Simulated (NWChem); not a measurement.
Species: C2H8BNO; SMILES CB(OC)N

```xyz
13

B      0.0078     0.4777     0.0035
C     -0.7832     1.8462    -0.0001
H     -1.8669     1.6802     0.0793
H     -0.5955     2.4114    -0.9284
H     -0.4742     2.4976     0.8338
O     -0.7309    -0.6812     0.0036
C     -0.1313    -1.9406    -0.0020
H      0.4976    -2.1075     0.8929
H     -0.9191    -2.7087    -0.0060
H      0.4989    -2.0994    -0.8973
N      1.4199     0.4437     0.0018
H      1.9742    -0.4008    -0.0012
H      1.9736     1.2879     0.0015
```
Atoms are numbered in this order, from 1.

All runs: NWChem. Structure relaxed at the PBE0/def2-SVP level. Not confirmed as a minimum by frequencies. GIAO values for the isolated, static molecule; σ is the absolute isotropic shielding, δ = σ(reference) − σ with the isolated reference molecule computed at the same levels (11B: boron trifluoride, 13C: tetramethylsilane, 1H: tetramethylsilane, 15N: ammonia).

Task: Among these, which level gives the highest value of “δ N11 (ppm)”?
A. BHandHLYP/pcSseg-1
B. LDA (Slater exchange, VWN5)/pcSseg-1
C. KT2/pcSseg-1

Result: B, LDA (Slater exchange, VWN5)/pcSseg-1. Values: BHandHLYP/pcSseg-1 66.9; KT2/pcSseg-1 69.0; LDA (Slater exchange, VWN5)/pcSseg-1 82.4
